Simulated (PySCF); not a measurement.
Al₂O₃, SMILES [O][Al][O][Al][O] (connectivity only; charge and spin as stated), neutral, multiplicity 1. Atoms are numbered in the order given.

```xyz
5

Al     0.0000     0.0000    -1.6797
Al     0.0000     0.0000     1.6797
O      0.0000     0.0000    -3.2761
O      0.0000     0.0000     0.0000
O      0.0000     0.0000     3.2761
```
Charge 0, spin multiplicity 1.

Coordinates come from a ωB97X-D3(BJ)/def2-SVP optimisation. One conformer was computed; it need not be the lowest.

Two levels are set side by side: PBE/pcSseg-1 (PySCF) and KT2/pcSseg-1 (PySCF). GIAO shifts against H2O (¹⁷O) at the same level; non-relativistic, no solvent, atoms listed together averaged. Differences are taken from unrounded values.

```
quantity                  PBE
----------------------  -----
δ(¹⁷O) of O3, O5 (ppm)  116.0
δ(¹⁷O) of O4 (ppm)       27.3
```

Question: These are the PBE values. What does KT2 give? (The exact figures need the calculation; the answer reports its results.)

Answer: 
```tsv
quantity	KT2	PBE minus KT2
δ(¹⁷O) of O3, O5 (ppm)	118.5	-2.5
δ(¹⁷O) of O4 (ppm)	24.6	2.7
```

Rough cost on one machine, each run with all the roots and properties that it gave: KT2 against PBE within a factor of 2.
